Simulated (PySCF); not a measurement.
disilylmethane (CH8Si2), SMILES [SiH3]C[SiH3].

Geometry optimised at PBE-D3(BJ)/def2-SVP.

Calculation: SMD-PBE0/def2-SVP run with PySCF.

Solvation free energies are E(SMD) − E(gas) at the gas-phase geometry, for 1 M in both phases. In vacuum the dipole moment is 0.83 D.

```tsv
solvent	ΔG(solv) (kcal/mol)	its non-electrostatic (CDS) part	dipole (D)
water	2.7	3.8	1.18
diethylether	-1.5	-0.7	1.05
toluene	-1.1	-0.6	0.98
```
